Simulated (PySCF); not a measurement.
Fractional electron number in Au (gold, neutral)

The 6s alpha orbital of [Xe] 4f14 5d10 6s1 is emptied in steps (occupation f), with all orbitals relaxed, ending at [Xe] 4f14 5d10. Calculation: PySCF 2.14, in def2-SVP with the def2 core potential (60 electrons) (6s3p2d1f, 32 functions); a scalar-relativistic core potential. The exact energy is a straight line in f; departures are measured from the line between the end points of the same method.

```
  f  UHF (eV)  LDA (eV)  PBE (eV)  PBE0 (eV)  r2SCAN (eV)  LC-wPBE (eV)  BHandHLYP (eV)  wB97X (eV)  MN15 (eV)  M06-2X (eV)
  1     0.000     0.000     0.000      0.000        0.000         0.000           0.000       0.000      0.000        0.000
0.8     0.036    -0.586    -0.573     -0.412       -0.521        -0.019          -0.274      -0.075     -0.316       -0.262
0.6     0.053    -0.884    -0.864     -0.619       -0.786        -0.027          -0.412      -0.112     -0.472       -0.395
0.4     0.052    -0.888    -0.868     -0.621       -0.790        -0.027          -0.413      -0.110     -0.468       -0.392
0.2     0.034    -0.594    -0.582     -0.415       -0.528        -0.018          -0.276      -0.072     -0.309       -0.258
  0     0.000     0.000     0.000      0.000        0.000         0.000           0.000       0.000      0.000        0.000
```

```json
{"method": "UHF", "E(f=0) − E(f=1) (eV)": "7.693", "−ε at f=1 (eV)": "7.922", "−ε at f=0.4 (eV)": "7.645"}
{"method": "LDA", "E(f=0) − E(f=1) (eV)": "9.934", "−ε at f=1 (eV)": "6.289", "−ε at f=0.4 (eV)": "10.657"}
{"method": "PBE", "E(f=0) − E(f=1) (eV)": "9.534", "−ε at f=1 (eV)": "5.974", "−ε at f=0.4 (eV)": "10.236"}
{"method": "PBE0", "E(f=0) − E(f=1) (eV)": "9.229", "−ε at f=1 (eV)": "6.664", "−ε at f=0.4 (eV)": "9.738"}
{"method": "r2SCAN", "E(f=0) − E(f=1) (eV)": "9.494", "−ε at f=1 (eV)": "6.260", "−ε at f=0.4 (eV)": "10.139"}
{"method": "LC-wPBE", "E(f=0) − E(f=1) (eV)": "8.898", "−ε at f=1 (eV)": "8.776", "−ε at f=0.4 (eV)": "8.922"}
{"method": "BHandHLYP", "E(f=0) − E(f=1) (eV)": "8.910", "−ε at f=1 (eV)": "7.205", "−ε at f=0.4 (eV)": "9.247"}
{"method": "wB97X", "E(f=0) − E(f=1) (eV)": "8.848", "−ε at f=1 (eV)": "8.380", "−ε at f=0.4 (eV)": "8.947"}
{"method": "MN15", "E(f=0) − E(f=1) (eV)": "9.567", "−ε at f=1 (eV)": "7.587", "−ε at f=0.4 (eV)": "9.978"}
{"method": "M06-2X", "E(f=0) − E(f=1) (eV)": "8.981", "−ε at f=1 (eV)": "7.380", "−ε at f=0.4 (eV)": "9.332"}
```

Orbital energy along the path (eV):

```csv
f,UHF,LDA,PBE,PBE0,r2SCAN,LC-wPBE,BHandHLYP,wB97X,MN15,M06-2X
1,-7.922,-6.289,-5.974,-6.664,-6.260,-8.776,-7.205,-8.380,-7.587,-7.380
0.8,-7.825,-7.720,-7.370,-7.680,-7.523,-8.830,-7.880,-8.569,-8.388,-7.982
0.6,-7.733,-9.178,-8.792,-8.704,-8.817,-8.878,-8.561,-8.759,-9.187,-8.653
0.4,-7.645,-10.657,-10.236,-9.738,-10.139,-8.922,-9.247,-8.947,-9.978,-9.332
0.2,-7.563,-12.152,-11.702,-10.779,-11.466,-8.964,-9.941,-9.126,-10.747,-9.965
0,-7.484,-13.658,-13.189,-11.829,-12.805,-9.010,-10.647,-9.288,-11.464,-10.583
```

Reference removal energy between the ground levels: 9.226 eV (measured; NIST Atomic Spectra Database, ionization energies). UHF lacks correlation.
